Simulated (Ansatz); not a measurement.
`[Cl][SnH]([Cl])[Br]` and `C[NH][SnH]([Cl])[Cl]` differ in one atom or group.

Ansatz, PBE0-D4/def2-TZVP geometries, multiplicity 1. Each molecule was computed in one conformer, which needn't be the lowest.

Elements past krypton have def2 core potentials. Scalar relativity is left out up to krypton.

```
                                          property  `[Cl][SnH]([Cl])[Br]`
           HOMO–LUMO gap (ωB97M-V/def2-TZVPP) / eV                  10.81
              HOMO–LUMO gap (PBE0/def2-TZVPP) / eV                   6.59
               HOMO–LUMO gap (PBE/def2-TZVPP) / eV                   4.37
                LUMO energy (PBE0/def2-TZVPP) / eV                  -2.39
    zero-point energy (PBE0-D4/def2-TZVP) / kJ/mol                   26.6
size of the dipole moment (ωB97M-V/def2-TZVPP) / D                   1.92
```

Q: Give the same properties after the change, and the shifts. (Best estimate.)

A: Ansatz gave: 
| property | `C[NH][SnH]([Cl])[Cl]` | shift |
| --- | --- | --- |
| HOMO–LUMO gap (ωB97M-V/def2-TZVPP) / eV | 10.33 | -0.48 |
| HOMO–LUMO gap (PBE0/def2-TZVPP) / eV | 6.02 | -0.57 |
| HOMO–LUMO gap (PBE/def2-TZVPP) / eV | 3.71 | -0.66 |
| LUMO energy (PBE0/def2-TZVPP) / eV | -1.35 | 1.04 |
| zero-point energy (PBE0-D4/def2-TZVP) / kJ/mol | 166.2 | 139.6 |
| size of the dipole moment (ωB97M-V/def2-TZVPP) / D | 2.80 | 0.88 |

With PBE0 the HOMO rises by 1.61 eV and the LUMO rises by 1.04 eV, so the gap narrows by about 0.57 eV. PBE moves the HOMO by 1.65 eV and ωB97M-V by 1.51 eV. The zero-point energy changes by 139.6 kJ/mol with +15 modes. Dipoles are sizes alone; their direction can turn.

Spin–orbit coupling is left out; it splits and shifts lone-pair levels of the heavy atoms by tenths of an eV.
